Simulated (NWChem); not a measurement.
C3H4F2Si; SMILES FC=C=C(F)[SiH3]

```xyz
10

F      0.3425     2.9062    -0.4241
C      0.0530     2.0028     0.5076
C     -0.2532     0.7582     0.2388
C     -0.4757    -0.5172     0.0257
F     -1.7233    -0.9852    -0.1665
Si     0.8687    -1.8479    -0.0498
H      0.0935     2.4145     1.5225
H      2.1860    -1.1957     0.1879
H      0.5924    -2.8750     0.9970
H      0.8347    -2.4987    -1.3918
```
Atoms are numbered in this order, from 1.

Structure relaxed at the PBE0/def2-SVP level.

Question: Give the principal values of the shielding tensors (ppm) of F1, C2, C3, C4, F5 from Hartree-Fock/IGLO-II, GIAO (NWChem), with their diamagnetic and paramagnetic parts as GIAO splits them.

Answer: 
| atom | σ11 | σ22 | σ33 | isotropic | diamagnetic | paramagnetic |
|---|---|---|---|---|---|---|
| F1 | 332.4 | 343.0 | 432.0 | 369.1 | 474.9 | -105.8 |
| C2 | -11.8 | 81.8 | 115.6 | 61.9 | 250.1 | -188.2 |
| C3 | -41.8 | -4.0 | 26.2 | -6.5 | 262.5 | -269.1 |
| C4 | -27.3 | 74.6 | 108.5 | 51.9 | 250.0 | -198.0 |
| F5 | 267.8 | 348.9 | 453.2 | 356.7 | 476.1 | -119.4 |
